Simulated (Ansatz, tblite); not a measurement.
Cost and result up the ladder for Cu(PH3)(SH) (CuPH₄S) (7 atoms). The state is a singlet with charge 0. Geometry: PBE-D4/def2-TZVP.

Cartesian coordinates in Å:
```
Cu 0.347 -0.426 0.749
P -0.210 0.340 -1.197
H -1.555 0.246 -1.650
H 0.413 -0.206 -2.353
H -0.010 1.713 -1.513
S 0.947 -1.220 2.639
H 0.069 -0.447 3.325
```

Ansatz on 4 threads of Arm Neoverse V2 on a shared host; xTB runs through tblite on one thread. Times are rough, summed over both states, and most runs start from the orbitals of an earlier one. No level here is sound enough to serve as a yardstick. The other state is a triplet.

The xTB rows come from tblite.

xTB has no spin-polarisation term.

```
              level  functions  wall time  vertical triplet (eV)
           GFN1-xTB         35    0.008 s                   4.60
           GFN2-xTB         31    0.016 s                   4.08
   PBE-D4/def2-TZVP        143      4.9 s                   4.05
r2SCAN-D4/def2-TZVP        143       13 s                   4.08
```
